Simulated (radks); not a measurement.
Values are calculated unless marked as measured or tabulated.
Question: Ionisation of neutral carbon, [He] 2s2 2p2, to [He] 2s2 2p1 as the strength of local exchange is varied. Level of theory: scalar-relativistic Kohn-Sham, Slater X-alpha exchange (alpha = 2/3 is LDA exchange), no correlation, spin-polarised, spherical densities, point nucleus; open shells are filled with parallel spins first (a radial shooting solver on a logarithmic mesh with Libxc functionals).

alpha  E(C) (hartree)  exchange (hartree)  IE (eV)  -e of the level emptied (eV)  <r> of it (bohr)
0.665       -37.11703            -4.40179   10.750                    5.311 (2p)             1.769
0.871       -38.50104            -5.93756   13.587                    7.790 (2p)             1.617
0.941       -38.98057            -6.47744   14.621                    8.717 (2p)             1.573
0.951       -39.04946            -6.55531   14.771                    8.853 (2p)             1.567
x           -37.13027            -4.41632   10.776                    5.333 (2p)             1.767

Which alpha was used in the last row?

Answer: alpha = 0.667. NIST Atomic Spectra Database: 11.260 eV (measured). The Delta-SCF value meets it near alpha = 0.70. Open shells are spherical and high-spin; term and fine-structure splittings are not resolved.
